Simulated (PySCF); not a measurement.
**Ionisation energy of Sc by level of theory**

Sc [Ar] 3d1 4s2 (2D) → Sc⁺ [Ar] 3d1 4s1 (3D), as a difference of total energies. Calculation: PySCF 2.14, in aug-cc-pwCVTZ (10s9p7d4f3g, 127 functions); the non-relativistic Hamiltonian (point nucleus). Correlated levels: valence: [Ar] frozen; valence and next inner shell: [Ne] frozen; nothing frozen. The calculations carry no spin-orbit coupling.

```
                                method  ionisation energy (eV)  difference from reference (eV)
                                   UHF                   5.360                          -1.202
                                   LDA                   6.653                          +0.091
                                  PBE0                   6.344                          -0.218
                                M06-2X                   6.761                          +0.199
                         MP2 (valence)                   6.079                          -0.483
                     SCS-MP2 (valence)                   6.229                          -0.333
    MP2 (valence and next inner shell)                   6.329                          -0.233
SCS-MP2 (valence and next inner shell)                   6.408                          -0.154
                   MP2 (all electrons)                   6.332                          -0.230
               SCS-MP2 (all electrons)                   6.410                          -0.152
```

Reference: 6.562 eV (measured; NIST levels, between the centres of gravity of the two terms).

These non-relativistic numbers lack the scalar-relativistic shift.

Errors of the correlated levels include the incompleteness of this basis and the frozen core.

MP2 underrates the near-degeneracy of ns² with np² in the lower species.
